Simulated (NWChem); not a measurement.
H4N2Si

```xyz
7

Si     0.0000     0.0000    -0.6665
N      1.3245     0.0000     0.4435
H      1.2910     0.0000     1.4591
H      2.2784     0.0000     0.1014
N     -1.3245     0.0000     0.4435
H     -2.2784     0.0000     0.1014
H     -1.2910     0.0000     1.4591
```
Charge 0, spin multiplicity 1.

Everything below was run with NWChem. Structure: optimised with PBE0/def2-SVP, a minimum by its harmonic frequencies. It is one conformer; others weren't searched.

Symmetry labels belong to the abelian group C2v used in the runs, with the axes of the coordinates shown.

The structure started from a generated list of species.

Problem. List the lowest 4 singlet excitations that TD-PBE/def2-SVPD gives, with oscillator strengths.

Solution. 
| state | symmetry | energy (eV) | wavelength (nm) | f |
|---|---|---|---|---|
| 1 | b2 | 5.20 | 239 | 0.082 |
| 2 | b1 | 5.43 | 228 | 0.000 |
| 3 | a1 | 5.44 | 228 | 0.039 |
| 4 | b1 | 5.89 | 211 | 0.307 |
